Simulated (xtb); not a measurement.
Si(H)2(Br)(OH) (BrH₃OSi), SMILES O[SiH2]Br. All values are semi-empirical tight-binding results from xtb (GFN2-xTB unless named), good for trends rather than for accurate numbers. The structure is a stationary point at GFN2-xTB. The values are those of a single conformer.

### Question
Estimate the properties. (The exact figures need the calculation; the answer reports its results.)

### Answer

* **orbital gap**: 6.05 eV
* **zero-point energy**: 19.4 kcal/mol
* **G − E(el) at 298.15 K (modified RRHO)**: 1.4 kcal/mol
* **static polarisability (D4 model)**: 56.6 bohr³
* **solvation energy, GFN2-xTB/ALPB(water)**: -3.9 kcal/mol
* **solvation energy, GFN2-xTB/ALPB(dmf)**: -6.9 kcal/mol
